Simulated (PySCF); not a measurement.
Two species compared at the same levels of theory.

First species: C2H7BOS.
Geometry (PBE0-D3(BJ)/def2-SVP, Å), atoms numbered from 1 in this order:
```xyz
12
C2H7BOS angstrom
C     -2.3870    0.0146    0.2875
O     -1.3506   -0.5835    1.0225
B     -0.0401   -0.4621    0.7442
S      0.5712    0.5053   -0.6587
C      2.3657    0.2848   -0.4856
H     -3.0499    0.5551    0.9799
H     -2.0121    0.7238   -0.4689
H     -2.9759   -0.7653   -0.2193
H      0.7437   -1.0246    1.4736
H      2.6977    0.5419    0.5284
H      2.8463    0.9638   -1.2018
H      2.6578   -0.7469   -0.7214
```

Second species: 4-ethynylpyridine, C₇H₅N.
SMILES: `C#Cc1ccncc1`

Levels: B3LYP/def2-SVPD for dipole moment, HOMO energy, LUMO energy, HOMO–LUMO gap, static isotropic polarisability and electronic spatial extent ⟨r²⟩ about the centre of nuclear charge; TDDFT B3LYP/def2-SVPD for lowest singlet excitation; TDA B3LYP/def2-SVPD for lowest triplet excitation (Tamm–Dancoff); ΔSCF B3LYP/def2-SVPD for vertical ionisation energy; PBE0-D3(BJ)/def2-SVP for rotational constant A and rotational constant C. Geometries: PBE0-D3(BJ)/def2-SVP. All species are isolated and taken at one optimised geometry, non-relativistic unless stated; the electronic structure was computed with PySCF and density fitting.

The conformers computed, where there is a choice (atom-mapped SMILES and torsion angles):
- `[CH3:1][O:2][BH:3][S:4][CH3:5]`: C1–O2–B3–S4 0°, O2–B3–S4–C5 180°

(1) Which has the higher static isotropic polarisability?

(2) Which has the higher S1 energy?

(3) Which of the two has the higher HOMO–LUMO gap, and by how much?

(4) Which has the higher LUMO energy?

(5) Which of the two has the higher ⟨r²⟩, and by how much?

(6) Which has the higher rotational constant C?

(7) Which has the higher T1 energy?

(8) Which of the two has the higher rotational constant A, and by how much?

Results:

(1) The second: 89.0 au against 67.0 au, a difference of 22.0 au.

(2) The first: 6.02 eV against 4.35 eV, a difference of 1.67 eV.

(3) The first: 6.70 eV against 5.51 eV, a difference of 1.19 eV.

(4) The first: -0.24 eV against -1.85 eV, a difference of 1.61 eV.

(5) The second: 923 bohr² against 695 bohr², a difference of 228 bohr².

(6) The first: 1.777 GHz against 1.217 GHz, a difference of 0.560 GHz.

(7) The first: 5.02 eV against 3.64 eV, a difference of 1.38 eV.

(8) The first: 12.079 GHz against 6.040 GHz, a difference of 6.039 GHz.

On the first: In atomic units the dipole is 0.27 e·bohr (1 au = 2.5417 D). The ΔSCF ionisation energy exceeds −ε(HOMO) by 2.35 eV with B3LYP.

On the second: The principal polarisabilities are 49.2, 86.9 and 131.0 au; their mean is the isotropic value. S1 lies 1.16 eV below the HOMO–LUMO gap.
